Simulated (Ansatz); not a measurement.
The same path of BFH2O2 + CH4 (11 atoms, charge 0, multiplicity 1) was run twice with different band settings. Lost on the way: B1–F2, H5–C6. Made: B1–C6, F2–H5.

Level of theory: RKS PBE0-D4/6-31G* (Ansatz 0.2.0).

Relaxed end points:

```xyz
11
Properties=species:S:1:pos:R:3
B -0.462 0.092 -1.483
F 0.777 -0.297 -1.799
O -0.708 1.378 -1.102
O -1.458 -0.823 -1.556
H 1.278 -0.704 0.737
C 0.811 -0.364 1.664
H 0.102 1.902 -1.084
H -2.301 -0.431 -1.298
H 0.104 0.441 1.445
H 0.279 -1.198 2.129
H 1.581 0.003 2.347
```

```xyz
11
Properties=species:S:1:pos:R:3
B -0.484 0.418 -0.207
F 1.544 -2.194 -0.733
O -1.285 1.489 -0.488
O -0.497 -0.595 -1.145
H 0.771 -1.725 -1.012
C 0.406 0.244 1.074
H -1.243 2.164 0.198
H -1.074 -0.388 -1.894
H 0.966 1.155 1.321
H -0.218 0.008 1.947
H 1.114 -0.577 0.939
```

Common settings: movable images 5; climbing image yes; spring 5.0 eV/Å²; optimiser quadratic models (default); start path through a guess of the saddle point; iteration limit 60; end points relaxed.

| run | force threshold |
| --- | --- |
| 1 | 0.03 eV/Å |
| 2 | 0.5 eV/Å |

Q: What does each run give, and how far can it be trusted?

A: Run 1: converged after 16 iterations, highest image 2.937 eV above the first end. Neighbouring images differ by up to 2.8 eV, so the band resolves the path poorly. A vibrational analysis at the climbing image gives one clearly imaginary mode, 1127i cm⁻¹: a first-order saddle point.
Run 2: converged after 10 iterations, highest image 2.953 eV above the first end. The threshold of 0.5 eV/Å is loose, so the images may lie well off the minimum-energy path. Neighbouring images differ by up to 2.8 eV, so the band resolves the path poorly. The order of the stationary point at the top wasn't checked.
The orbitals stay closed-shell, which can raise the energy where a bond breaks towards radicals; this wasn't checked here.
